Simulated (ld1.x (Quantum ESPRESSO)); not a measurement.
## Pr PAW: all-electron and pseudo phase curves

Pr, PAW, made with ld1.x (Quantum ESPRESSO) 7.5 (LDA (PZ), scalar-relativistic). Core [Kr] 4d10 4f2, reference 5s2 5p6 5d1.5 6s1.5 6p0. Waves: 5s (bound): rcut 2.30, rcutus 2.48 bohr; 6s (bound): rcut 2.30, rcutus 2.48 bohr; 5p (bound): rcut 3.44, rcutus 3.62 bohr; 6p (bound, empty): rcut 3.44, rcutus 3.62 bohr; 5d (bound): rcut 3.02, rcutus 4.04 bohr; 5d channel at 5.2 Ry: rcut 3.02, rcutus 4.04 bohr. Local part: all-electron potential smoothed inside 3.44 bohr (lloc = -1). Core correction: Bessel-smoothed model core, default radius (core density twice the valence density). Augmentation charge: BESSEL, radius 2.24 bohr.

The phase is arctan(r·u′/u) with u = r·R(r), unwrapped; energies in Ry, scanned from -5 to 5 Ry. A pole is an energy at which the radial function vanishes at the test radius. The pseudo phase is shifted by a multiple of π to meet the all-electron one at the reference energy, and phase errors are pseudo minus all-electron; the curves can meet again beyond the range given. Levels narrower than the energy grid can be missing from the lists of poles. n/a: not evaluated, since a narrow level or a reset projector energy made the automatic matching unsafe.

```
channel  radius (bohr)  reference energy (Ry)  poles, all-electron  poles, pseudo  unbroken range about the reference energy with phases within 0.05 rad  phase error 1 Ry above the reference energy (rad)
      s           4.39                  -0.27           0.34, 3.50     0.34, 3.41                                                              below 1.6                                             -0.001
      p           4.39                  -0.09           0.95, 4.30     0.82, 3.42                                                                    n/a                                                n/a
      d           4.39                  -0.19          -0.03, 2.13    -0.01, 3.14                                                              below 0.2                                             +0.758
```

Phases in the s channel:

| E (Ry) | all-electron | pseudo |
| --- | --- | --- |
| -5.00 | 1.464 | 1.464 |
| -4.48 | 1.457 | 1.457 |
| -3.96 | 1.449 | 1.449 |
| -3.44 | 1.438 | 1.438 |
| -2.92 | 1.428 | 1.428 |
| -2.40 | 1.407 | 1.407 |
| -1.88 | 1.379 | 1.379 |
| -1.36 | 1.327 | 1.327 |
| -0.84 | 1.187 | 1.187 |
| -0.32 | -0.290 | -0.290 |
| 0.20 | -1.511 | -1.511 |
| 0.72 | -1.681 | -1.681 |
| 1.24 | -1.877 | -1.880 |
| 1.76 | -3.296 | -3.371 |
| 2.28 | -4.476 | -4.488 |
| 2.80 | -4.629 | -4.636 |
| 3.32 | -4.695 | -4.703 |
| 3.84 | -4.742 | -4.755 |
| 4.36 | -4.792 | -4.822 |
| 4.88 | -4.875 | -5.008 |
